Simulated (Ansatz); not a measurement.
Species: sum formula AlH₂Cl, net charge 0, singlet state. 
Coordinates optimised at B3LYP-D3(BJ)/def2-TZVP (Ansatz, an electronic-structure program):
```xyz
4

Al    -1.0716     0.0611     0.0164
Cl     1.0308    -0.0588    -0.0157
H     -1.7170     1.4915     0.0236
H     -1.8753    -1.2866     0.0312
```

Property: atomisation energy (electronic, to ground-state atoms); the coupled-cluster value holds the core correlation from cc-pwCVTZ, in kcal/mol. Valence correlation only, unless marked. Open shells are spin-unrestricted. Spin-orbit coupling is left out. No relativistic terms. CBS(X,Y): correlation extrapolated as X^-3; Hartree-Fock from the larger set (for Q and 5 zeta extrapolated as (X+1)exp(-9√X)).

Level to compare with: CCSD(T)/CBS(cc-pV(Q+d)Z,cc-pV(5+d)Z) plus the core term (Ansatz), 248.5 kcal/mol. It is a level with limits of its own, and the differences hold the functionals' basis error too.

**Question.** Rank these functionals by how close they come to CCSD(T)/CBS(cc-pV(Q+d)Z,cc-pV(5+d)Z), closest first: wB97X-V/def2-TZVPD (Ansatz); CAM-B3LYP/def2-TZVPD (Ansatz); PBE0/def2-TZVPD (Ansatz).

**Answer.** wB97X-V/def2-TZVPD (range-separated hybrid with VV10, 248.9 kcal/mol, difference 0.4), CAM-B3LYP/def2-TZVPD (range-separated hybrid, 244.6 kcal/mol, difference -3.9), PBE0/def2-TZVPD (global hybrid, 240.7 kcal/mol, difference -7.8)
